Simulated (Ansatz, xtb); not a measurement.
## Relative energy of two isomers of C5H8OS2

Structure X is `C[C@@H]1SCS[C@@H]1C=O`, a singlet and structure Y is `CC(=O)[C@@H]1CSCS1`, a singlet. Both are isolated molecules in the gas phase, relaxed with B3LYP-D3(BJ)/def2-SVP; each stands in its lowest conformer found.

X (Å):

```xyz
16

C     0.0807    2.8559    0.1759
C    -0.8494    1.6669   -0.0495
C    -2.7947    0.0010    0.7002
C    -0.1381    0.3058   -0.0125
C     0.7816    0.1238    1.1820
O     1.9493   -0.1577    1.0856
S    -2.1707    1.6228    1.2326
S    -1.4034   -1.0337    0.0558
H    -0.4701    3.8033    0.0829
H     0.8863    2.8525   -0.5745
H     0.5449    2.8260    1.1736
H    -1.3410    1.7621   -1.0308
H    -3.5479    0.1076   -0.0939
H    -3.2493   -0.4976    1.5674
H     0.4573    0.1579   -0.9267
H     0.2769    0.2486    2.1718
```

Y (Å):

```xyz
16

C     0.1296    0.0196   -2.5651
C    -1.0484    0.3757   -1.6852
C    -0.9695   -0.0822   -0.2275
C    -2.3317   -0.1425    0.4697
C    -1.2492    2.3526    0.7367
O    -1.9998    1.0065   -2.0893
S    -2.7776    1.4789    1.2281
S     0.1067    1.1386    0.6475
H     0.0555    0.5583   -3.5184
H     0.1184   -1.0665   -2.7614
H     1.0798    0.2567   -2.0644
H    -0.4421   -1.0465   -0.1596
H    -2.3130   -0.8907    1.2735
H    -3.1069   -0.4100   -0.2622
H    -0.9966    3.0942    1.5077
H    -1.3838    2.8517   -0.2335
```

Quicker runs give these differences E(Y) − E(X): GFN2-xTB −31.0 kJ/mol; HF/STO-3G −17.3 kJ/mol (at GFN2-xTB geometries); r2SCAN-D4/def2-SVP −25.8 kJ/mol (at GFN2-xTB geometries).

Task: Estimate E(Y) − E(X) at the level CCSD(T)/def2-SVP + ΔMP2/def2-TZVPP.

Result: Calculated at CCSD(T)/def2-SVP + ΔMP2/def2-TZVPP: E(Y) − E(X) = −21.4 kJ/mol, so structure Y lies lower.

How the difference moves with the method:

| level | geometry | E(Y) − E(X) (kJ/mol) | departure from the last row (kJ/mol) | job, with rough time for the two |
| --- | --- | --- | --- | --- |
| GFN2-xTB | GFN2-xTB | −31.0 | −9.7 | optimisation, 0.28 s |
| HF/STO-3G | GFN2-xTB | −17.3 | +4.1 | single point, 0.46 s |
| r2SCAN-D4/def2-SVP | GFN2-xTB | −25.8 | −4.5 | single point, 4.8 s |
| B3LYP-D3(BJ)/def2-SVP | B3LYP-D3(BJ)/def2-SVP | −24.6 | −3.2 | optimisation, 71 s |
| HF/def2-SVP | B3LYP-D3(BJ)/def2-SVP | −23.4 | −2.1 | part of the CCSD(T) run |
| MP2/def2-SVP | B3LYP-D3(BJ)/def2-SVP | −19.4 | +2.0 | part of the CCSD(T) run |
| CCSD(T)/def2-SVP | B3LYP-D3(BJ)/def2-SVP | −19.6 | +1.7 | single point |
| CCSD(T)/def2-SVP + ΔMP2/def2-TZVPP | B3LYP-D3(BJ)/def2-SVP | −21.4 |  | single point, 1.8 min |

As drawn, both hold the same kinds of bond in the same numbers.

The levels shown agree on the order. The largest departure from CCSD(T)/def2-SVP + ΔMP2/def2-TZVPP is that of GFN2-xTB, 9.7 kJ/mol. The last row adds to CCSD(T) the change of the MP2 difference between the two basis sets, here −1.7 kJ/mol.

With thermal terms from frequencies at re-optimised GFN2-xTB minima (ideal gas, soft modes damped towards free rotors, one conformer each, 298.15 K, 1 atm): the zero-point term adds +0.5 kJ/mol; ΔH is −20.9 and ΔG −21.3 kJ/mol.

The correlated steps freeze 16 core orbitals. Codes used: Ansatz 0.2.0, xtb 6.7.1; the last row on 4 threads of Arm Neoverse V2 on a shared host.
